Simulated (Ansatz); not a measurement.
`[O]=[Mo](=[O])([OH])[F]` and `[O]=[W](=[O])([OH])[F]` differ in one element.

Ansatz, PBE0-D4/def2-TZVP geometries, multiplicity 1. Each molecule was computed in one conformer, which needn't be the lowest.

Elements past krypton have def2 core potentials.

```tsv
property	`[O]=[Mo](=[O])([OH])[F]`
ideal-gas entropy at 298 K and 1 bar (rigid rotor, harmonic PBE0-D4/def2-TZVP) / J/(mol·K)	328
LUMO energy (ωB97M-V/def2-TZVPP) / eV	-0.43
HOMO energy (PBE0/def2-TZVPP) / eV	-9.60
LUMO energy (PBE/def2-TZVPP) / eV	-3.35
size of the dipole moment (ωB97M-V/def2-TZVPP) / D	2.81
LUMO energy (B3LYP/def2-TZVPP) / eV	-2.91
```

(1) What does the change do to each property? (Best estimate.)

Answers

(1) Ansatz gave: 
| property | `[O]=[W](=[O])([OH])[F]` | shift |
| --- | --- | --- |
| ideal-gas entropy at 298 K and 1 bar (rigid rotor, harmonic PBE0-D4/def2-TZVP) / J/(mol·K) | 335 | 7 |
| LUMO energy (ωB97M-V/def2-TZVPP) / eV | 0.22 | 0.65 |
| HOMO energy (PBE0/def2-TZVPP) / eV | -9.34 | 0.26 |
| LUMO energy (PBE/def2-TZVPP) / eV | -2.75 | 0.60 |
| size of the dipole moment (ωB97M-V/def2-TZVPP) / D | 3.28 | 0.47 |
| LUMO energy (B3LYP/def2-TZVPP) / eV | -2.25 | 0.66 |

With PBE0 the HOMO rises by 0.26 eV and the LUMO rises by 0.66 eV, so the gap widens by about 0.40 eV. PBE moves the HOMO by 0.23 eV and ωB97M-V by 0.28 eV. Dipoles are sizes alone; their direction can turn.

B3LYP here is the variant with VWN-RPA as its local correlation; programs differ in this.
